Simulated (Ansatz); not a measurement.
Cl$_{2}$H$_{2}$S$_{2}$Sn (`[SH][Sn]([SH])([Cl])[Cl]`), relaxed with RKS PBE0-D4/def2-TZVP in the Gaussian-basis code of Ansatz from a PBE-D4/def2-SVP geometry. The force threshold is 0.005 eV/Å; the program also tests the step.

Total charge 0; spin multiplicity 1. Sn takes the def2 core potential.

Start:

```xyz
7

S     1.400   -1.300   -1.397
Sn   -0.049   -0.036    0.070
S    -0.100    2.240   -0.748
Cl   -2.222   -0.969    0.157
Cl    0.702   -0.126    2.312
H     1.203   -2.430   -0.660
H    -0.934    2.621    0.265
```

Q: How much energy does the relaxation release, and in how many steps? (Estimate.)

A: Ansatz gave: 0.10 eV, in 24 steps, 4 of them rejected.

Q: Which bonds change most? (Estimate.)

A: Computed: Sn2–Cl4 from 2.367 to 2.315 Å; Sn2–Cl5 from 2.366 to 2.315 Å; Sn2–S3 from 2.419 to 2.371 Å; S1–Sn2 from 2.419 to 2.371 Å.

Q: Give the relaxed structure. (Estimate.)

A: Computed: 
```xyz
7

S     1.541   -1.264   -1.166
Sn   -0.053   -0.039    0.090
S    -0.331    2.136   -0.810
Cl   -2.011   -1.275    0.114
Cl    0.529    0.203    2.318
H     0.871   -2.412   -0.960
H    -0.547    2.652    0.414
```
